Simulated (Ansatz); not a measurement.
Relaxation of C$_{4}$H$_{9}$BOSi (16 atoms, charge 0, multiplicity 1), to a largest force component of 0.015 eV/Å in at most 40 steps.

Level of theory: RKS PBE-D4/STO-3G in Ansatz.

```xyz
16
Properties=species:S:1:pos:R:3
B -0.917 -2.276 -0.190
C -0.084 -0.973 0.035
C 1.172 -0.295 -0.042
C 2.727 -0.288 -0.376
C 0.070 0.348 0.451
O -0.404 1.325 -0.446
Si -1.930 1.829 0.112
H -2.075 -2.187 0.065
H -0.484 -3.193 -0.618
H 3.095 0.691 -0.105
H 2.764 -0.501 -1.435
H 3.189 -1.080 0.229
H 0.082 0.614 1.540
H -2.889 0.683 0.222
H -2.515 2.780 -0.843
H -1.823 2.502 1.445
```

Question: Where does it end, and by what steps?

Answer: It converged. The force dipped under the threshold on the way, but the program's further checks kept it going. Limits of this set-up: minimal basis. After 31 steps the energy has fallen by 1.981 eV; H9 moved furthest, 1.35 Å.

```csv
step,energy less start (eV),largest force component (eV/Å),accepted
0,0.0000,7.298,yes
2,-1.7068,1.167,yes
4,-1.8188,0.209,yes
6,-1.8932,0.351,yes
8,-1.9213,0.185,yes
10,-1.9408,0.293,yes
12,-1.8391,2.427,no
14,-1.9593,0.130,yes
16,-1.9629,0.262,yes
18,-1.9711,0.223,yes
20,-1.9507,0.727,no
22,-1.9764,0.047,yes
24,-1.9762,0.284,no
26,-1.9798,0.103,yes
28,-1.9808,0.030,yes
30,-1.9811,0.016,yes
31,-1.9812,0.010,yes
```

```xyz
16
Properties=species:S:1:pos:R:3
B -0.801 -2.287 0.018
C 0.156 -1.157 0.109
C 1.264 -0.394 0.061
C 2.660 -0.300 -0.510
C 0.093 0.431 0.479
O -0.443 1.401 -0.426
Si -2.051 1.874 0.083
H -1.737 -2.208 -0.698
H -0.685 -3.236 0.713
H 3.363 0.100 0.250
H 2.677 0.389 -1.381
H 3.014 -1.297 -0.836
H -0.085 0.621 1.567
H -2.985 0.760 -0.063
H -2.419 2.970 -0.799
H -2.044 2.310 1.477
```

Whether the end is a true minimum wasn't checked by a vibrational analysis.

The run took 84 s on 1 CPU thread of a shared host.
